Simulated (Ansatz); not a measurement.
Geometry optimisation, RKS PBE/def2-SVP in Ansatz.

Input:

```yaml
crystal:
  periodic: [false, false, false]
  atoms:
    - { symbol: B, position_ang: [-0.0508, -1.0954, 0.5545] }
    - { symbol: S, position_ang: [1.9949, -0.3991, 0.9926] }
    - { symbol: F, position_ang: [-0.1488, -1.8363, -0.5291] }
    - { symbol: F, position_ang: [-0.6859, -1.4699, 1.6463] }
    - { symbol: H, position_ang: [0.7667, 0.8172, 0.5167] }
    - { symbol: O, position_ang: [-0.4416, 0.5705, 0.1956] }
    - { symbol: C, position_ang: [-0.7305, 0.8545, -1.159] }
    - { symbol: H, position_ang: [1.7383, -0.2337, 2.286] }
    - { symbol: H, position_ang: [-1.6863, 0.3914, -1.4151] }
    - { symbol: H, position_ang: [0.0471, 0.4621, -1.8218] }
    - { symbol: H, position_ang: [-0.8032, 1.9385, -1.2667] }
basis:
  gaussian: { orbitals: def2-SVP }
hamiltonian:
  xc: pbe
relax:
  f_tol: 0.15
  max_steps: 25
  restrain:
    - { distance: [0, 5], at: 2.8, k: 30.0 }
    - { distance: [4, 1], at: 2.66, k: 30.0 }
    - { distance: [0, 1], at: 1.89, k: 30.0 }
    - { distance: [4, 5], at: 0.97, k: 30.0 }
output:
  orbitals: {}
```

Run as:

```bash
$ ansatz run input.yaml --threads 2 --pin off --max-ram 3072MiB --backend cpu --events-out ev --progress --plain --runs-dir out
```

Problem. Where does it end, and by what steps?

Solution. The forces met the threshold. The restraints hold the end off the free minimum. After 8 steps the energy has fallen by 0.511 eV (the restraints' own energy left out); B1 moved furthest, 0.67 Å. Parted: B1–O6. Joined: H5–O6.

```csv
step,energy less start (eV),largest force component (eV/Å),accepted
0,0.0000,2.547,yes
1,0.0081,2.693,yes
2,-0.0413,1.944,yes
3,-0.2596,1.152,yes
4,-0.3344,1.423,yes
5,-0.4841,0.743,yes
6,-0.4916,0.635,yes
7,-0.5013,0.640,yes
8,-0.5110,0.577,yes
```

```xyz
11
Properties=species:S:1:pos:R:3
B 0.379 -1.530 0.823
S 2.038 -0.729 1.131
F 0.115 -1.998 -0.390
F -0.479 -1.756 1.808
H 0.323 1.134 0.312
O -0.622 0.984 0.129
C -0.819 1.077 -1.271
H 1.771 -0.476 2.442
H -1.881 0.826 -1.469
H -0.194 0.362 -1.854
H -0.631 2.104 -1.662
```

Run time: 12 s on 2 threads of Intel(R) Xeon(R) 6975P-C (Granite Rapids), with other jobs on the host, peak memory 0.19 GiB.
